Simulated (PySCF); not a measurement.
**Steps of a relaxation of LaF3(H2O)**

LaF3(H2O) (singlet). PySCF 2.14.0, RKS PBE0, La def2-SVP with ECP46, F def2-SVP, O def2-SVP, H def2-SVP; non-relativistic Hamiltonian with scalar-relativistic core potentials where named; density fitting; no spin-orbit coupling. Origin of the start: template. Columns: position (Å) and force (eV/Å). Energies are counted from the last step; some of the 10 steps are shown. Forces carry noise of the integration grid, about 0.01 to 0.03 eV/Å.

Run from Python with OMP_NUM_THREADS=2. Where DIIS fails, smearing, a level shift and second-order steps follow.
It took 30 s on 2 threads of Intel(R) Xeon(R) Platinum 8488C (Sapphire Rapids), on a shared host, from the converged density of the start.

```xyz
7
step 0  E = 0.111 eV
La    0.0156   -0.0156    0.0156     0.82   -0.81    0.81
F     1.2768    1.2456    1.2768    -0.44   -0.22   -0.41
F    -1.2456   -1.2768    1.2768     0.25    0.42   -0.42
F     1.2768   -1.2768   -1.2456    -0.44    0.41    0.22
O    -1.4624    1.4624   -1.4624    -0.34    0.35   -0.35
H    -1.8031    2.3475   -1.2586     0.08   -0.18   -0.02
H    -1.8031    1.2586   -2.3475     0.08    0.02    0.18
```

```xyz
7
step 3  E = 0.009 eV
La    0.0829   -0.0786    0.0786     0.01    0.01   -0.01
F     1.2181    1.3226    1.2446     0.06    0.14    0.07
F    -1.2958   -1.2396    1.2396    -0.15   -0.08    0.08
F     1.2181   -1.2446   -1.3226     0.06   -0.07   -0.14
O    -1.4302    1.4399   -1.4399     0.08   -0.07    0.07
H    -1.7689    2.3172   -1.2277    -0.03    0.06   -0.01
H    -1.7689    1.2277   -2.3172    -0.03    0.01   -0.06
```

```xyz
7
step 6  E = 0.000 eV
La    0.0948   -0.0982    0.0982     0.00   -0.01    0.01
F     1.1972    1.3754    1.2261    -0.02   -0.01   -0.02
F    -1.3378   -1.2376    1.2376     0.02    0.02   -0.02
F     1.1972   -1.2261   -1.3754    -0.02    0.02    0.01
O    -1.4097    1.4174   -1.4174    -0.02    0.03   -0.03
H    -1.7432    2.3005   -1.2132     0.02   -0.02    0.02
H    -1.7432    1.2132   -2.3005     0.02   -0.02    0.02
```

Where does the relaxation end?

It converges at step 9 in Cs:
```xyz
7
step 9  E = 0
La    0.0921   -0.1020    0.1020
F     1.1850    1.3882    1.2165
F    -1.3418   -1.2392    1.2392
F     1.1850   -1.2165   -1.3882
O    -1.4035    1.4115   -1.4115
H    -1.7308    2.2961   -1.2065
H    -1.7308    1.2065   -2.2961
```

How did the contacts change?


```csv
contact,start (Å),end (Å)
La1–F2 (F),2.184,2.158
La1–F3 (F),2.184,2.155
La1–F4 (F),2.184,2.158
La1–O5 (H2O),2.560,2.611
```
